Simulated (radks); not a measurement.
The numbers below are computed, except where a source is named.
Task: Mean orbital radii <r> (bohr) of neutral iodine, [Kr] 4d10 5s2 5p5, of relativity; Dirac values are averaged over j with weights 2j + 1. Spin-unpolarised spherical Kohn-Sham, PBE, point nucleus unless stated (finite: rms radius 4.75 fm), a radial shooting solver on a logarithmic mesh with Libxc functionals. A level marked "c x" has the speed of light scaled by that factor and shares open shells by 2j + 1; other Dirac levels either fill j = l - 1/2 first or share by 2j + 1.

shell  non-rel.
1s      0.02868
2s       0.1235
2p       0.1051
3s       0.3279
3p       0.3183
3d       0.2889
4s       0.7699
4p       0.8047
4d       0.9145
5s        2.050
5p        2.492

Give the values at the level "Dirac, c x 10".

Result: 
shell  Dirac, c x 10  change of magnitude (%)
1s           0.02867                    -0.05
2s            0.1234                    -0.05
2p            0.1051                    -0.03
3s            0.3277                    -0.04
3p            0.3182                    -0.02
3d            0.2889                    0.00
4s            0.7696                    -0.04
4p            0.8046                    -0.02
4d            0.9146                    +0.01
5s             2.049                    -0.04
5p             2.492                    -0.01
